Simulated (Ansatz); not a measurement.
One geometry of CH₄BNO₂ (`NB(O)C=O`), several functionals.

```yaml
crystal:
  periodic: [false, false, false]
  atoms:
    - {symbol: N, position_ang: [0.857712, 0.125255, -0.929397]}
    - {symbol: B, position_ang: [-0.001957, -0.310328, 0.077212]}
    - {symbol: O, position_ang: [-0.163096, -1.589792, 0.526996]}
    - {symbol: C, position_ang: [-0.900733, 0.815689, 0.784906]}
    - {symbol: O, position_ang: [-0.838622, 1.980782, 0.462217]}
    - {symbol: H, position_ang: [1.484994, -0.442153, -1.470722]}
    - {symbol: H, position_ang: [0.870757, 1.106549, -1.157650]}
    - {symbol: H, position_ang: [0.382258, -2.248407, 0.091777]}
    - {symbol: H, position_ang: [-1.602814, 0.516105, 1.597562]}
basis:
  gaussian: {orbitals: def2-TZVPP}
hamiltonian: {xc: r2scan, dispersion: d4}
output: {forces: true, orbitals: {seedname: orbitals}}
```

```sh
$ ansatz run in.yaml --threads 4 --pin off --events-out ev --progress --plain
```

Shortened log:

```
Functional definition: r2SCAN
1042 factors; their error is unknown
mean field evaluation 1: about -7351.6431 eV, gradient 8.4e1 eV
mean field evaluation 2: about -7334.9090 eV, gradient 1.2e2 eV
mean field evaluation 4: about -7363.5891 eV, gradient 1.2e1 eV
mean field evaluation 8: about -7363.8759 eV, gradient 2.2e-1 eV
mean field evaluation 16: about -7363.8636 eV, gradient 7.5e-3 eV
mean field -7363.86362723 eV, -270.6169968945 hartree, gradient 2.5e-5 eV, S^2 0.000000; 0 other end points of the search recorded, 0 dependent functions left out
reference -7363.86363810 eV, -270.6169972942 hartree; 19, 19 occupied and 192, 192 virtual orbitals, 1042 factors
Total energy: -7363.89922011 eV, -270.6183049090 hartree
Atom 0 at     0.857712     0.125255    -0.929397 Å, force     0.060236     0.038498    -0.072463 eV/Å
Atom 1 at    -0.001957    -0.310328     0.077212 Å, force    -0.077971     0.103882     0.059939 eV/Å
Atom 2 at    -0.163096    -1.589792     0.526996 Å, force    -0.049327    -0.131157     0.081241 eV/Å
Atom 3 at    -0.900733     0.815689     0.784906 Å, force     0.046800    -0.412683     0.041448 eV/Å
Atom 4 at    -0.838622     1.980782     0.462217 Å, force     0.021125     0.457927    -0.122845 eV/Å
Atom 5 at     1.484994    -0.442153    -1.470722 Å, force     0.019736    -0.004054    -0.020297 eV/Å
Atom 6 at     0.870757     1.106549    -1.157650 Å, force     0.011698     0.013539    -0.015358 eV/Å
Atom 7 at     0.382258    -2.248407     0.091777 Å, force     0.031876    -0.032124    -0.026621 eV/Å
Atom 8 at    -1.602814     0.516105     1.597562 Å, force    -0.064173    -0.033828     0.074956 eV/Å
Dipole moment:     0.439394    -0.530058    -0.349583 e Å
```

It took 5.5 s on 4 threads of a server CPU on a shared host, with 0.26 GiB of host memory at the peak.

With the line `hamiltonian: {xc: {name: r2SCAN0}, dispersion: d4}` and no forces (abridged; 5.5 s):

```
Functional definition: r2SCAN0
mean field evaluation 16: about -7362.8235 eV, gradient 6.1e-5 eV
mean field -7362.82353095 eV, -270.5787740615 hartree, gradient 1.7e-5 eV, S^2 0.000000
Total energy: -7362.86437641 eV, -270.5802751044 hartree
```

The same input with `hamiltonian: {xc: {name: wB97X-V}}` and no forces (abridged; 8.5 s):

```
Functional definition: wB97X-V
mean field evaluation 16: about -7365.4217 eV, gradient 4.2e-5 eV
mean field -7365.42174240 eV, -270.6742565711 hartree, gradient 4.2e-5 eV, S^2 0.000000
Total energy: -7365.42174059 eV, -270.6742565044 hartree
```

With the line `hamiltonian: {xc: {name: CAM-B3LYP}, dispersion: d4}` and no forces (abridged; 3.6 s):

```
Functional definition: CAM-B3LYP
mean field evaluation 16: about -7364.9516 eV, gradient 6.8e-5 eV
mean field -7364.95160020 eV, -270.6569791639 hartree, gradient 6.8e-5 eV, S^2 0.000000
Total energy: -7365.07091884 eV, -270.6613640429 hartree
```

The same input with `hamiltonian: {xc: {name: PBE-QIDH}}` and no forces (abridged; 6.5 s):

```
Functional definition: PBE-QIDH
mean field evaluation 16: about -7348.9016 eV, gradient 3.0e-4 eV
mean field -7348.90161235 eV, -270.0671529895 hartree, gradient 6.4e-6 eV, S^2 0.000000
5 core orbitals not correlated: weight in the atoms' cores, before any rotation towards them, 1.000 or more for the frozen orbitals, at most 0.000 for the correlated occupied ones
second order -28.39470182 eV of doubles, -0.00000000 eV of singles
Total energy: -7358.36652441 eV, -270.4149820920 hartree
```

The same input with `hamiltonian: {xc: {name: wB97M-V}}` (abridged; 11 s):

```
Functional definition: wB97M-V
mean field evaluation 16: about -7365.4319 eV, gradient 1.2e-4 eV
mean field -7365.43194192 eV, -270.6746313964 hartree, gradient 4.5e-5 eV, S^2 0.000000
Total energy: -7365.43198623 eV, -270.6746330248 hartree
Atom 0 force     0.080153     0.059651    -0.098152 eV/Å
Atom 1 force    -0.007114     0.118561    -0.018485 eV/Å
Atom 2 force     0.011440    -0.186341     0.028704 eV/Å
Atom 3 force    -0.113231    -0.181428     0.160615 eV/Å
Atom 4 force     0.016692     0.125457    -0.044911 eV/Å
Atom 5 force    -0.021619     0.014757     0.019413 eV/Å
Atom 6 force     0.005494    -0.040077     0.002936 eV/Å
Atom 7 force    -0.030427     0.033169     0.025306 eV/Å
Atom 8 force     0.058611     0.056251    -0.075426 eV/Å
Dipole moment:     0.428494    -0.539309    -0.335960 e Å
```
